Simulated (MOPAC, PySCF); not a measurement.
C3H10Si, SMILES `CC[SiH2]C` (C–C–Si–C torsion 180°), neutral singlet in the gas phase. 

Cartesian coordinates (Å):
SMILES: CC[SiH2]C
```xyz
14

C      2.0902    -0.1495    -0.3983
C      0.7618    -0.6163     0.2090
Si    -0.6162     0.6610     0.1086
C     -2.2080     0.0204     0.8699
H      2.4641     0.7444     0.1058
H      2.8618    -0.9184    -0.3198
H      1.9776     0.0967    -1.4563
H      0.9029    -0.8854     1.2610
H      0.4197    -1.5287    -0.2906
H     -0.8492     1.0181    -1.3164
H     -0.1868     1.9000     0.8106
H     -3.0025     0.7663     0.8081
H     -2.0634    -0.2293     1.9232
H     -2.5518    -0.8794     0.3552
```
Charge 0, spin multiplicity 1.

All levels are single points at this geometry (B3LYP-D3(BJ)/def2-TZVP); Pople sets use spherical d functions. Orbital energies aren't observables, and empty levels follow the basis.

| level | HOMO (eV) | LUMO (eV) | gap (eV) | dipole (D) | vertical IE, Delta-SCF (eV) |
|---|---|---|---|---|---|
| B3LYP-D3(BJ)/def2-TZVP in PySCF | -8.04 | 0.68 | 8.72 | 0.82 | – |
| PBE-D3(BJ)/def2-TZVP in PySCF | -6.95 | 0.17 | 7.12 | 0.86 | – |
| B3LYP/3-21G in PySCF | -7.93 | 1.92 | 9.85 | 0.77 | – |
| B3LYP/6-31G* in PySCF | -7.85 | 1.50 | 9.35 | 0.85 | 10.16 |
| BP86/6-31G* in PySCF | -6.86 | 0.85 | 7.71 | 0.91 | – |
| M06-2X/6-31G* in PySCF | -9.28 | 2.38 | 11.66 | 0.78 | – |
| SVWN5/6-31G* in PySCF | -6.79 | 0.66 | 7.45 | 0.93 | – |
| HF/6-31G* in PySCF | -11.32 | 4.82 | 16.14 | 0.77 | 9.80 |
| PM3 in MOPAC | -10.44 | 0.74 | 11.19 | 0.47 | – |
